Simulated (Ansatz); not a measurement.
**Worked example: vertical ionisation energy of CH5AlO2 (SMILES C[Al](O)O)**

The species is CH5AlO2 (9 atoms), meant as a singlet with charge 0. SMILES: `C[Al](O)O`. The coordinates come from a PBE0-D4/def2-TZVP relaxation. This is one conformer, not always the lowest.

Both states at this one shape; open shells run unrestricted unless said. 1 Eh = 27.2114 eV.

| level | program | singlet CH5AlO2 (Eh) | doublet [CH5AlO2]+ (Eh) |
| --- | --- | --- | --- |
| BLYP/def2-SVP | Ansatz | -433.828579 | -433.460601 |
| B3LYP/6-31G* (Cartesian functions) | Ansatz | -434.102001 | -433.712887 |
| RPA@PBE0/def2-SVP, 8 core orbitals frozen | Ansatz | -433.135307 | -432.744125 |

Work out the vertical ionisation energy at each level.


1. BLYP/def2-SVP: -433.460601 − (-433.828579) = 0.367978 Eh = 10.01 eV.
2. B3LYP/6-31G* (Cartesian functions): -433.712887 − (-434.102001) = 0.389114 Eh = 10.59 eV.
3. RPA@PBE0/def2-SVP: -432.744125 − (-433.135307) = 0.391182 Eh = 10.64 eV.

No measured value is set beside it here; the levels span 10.01 to 10.64 eV.
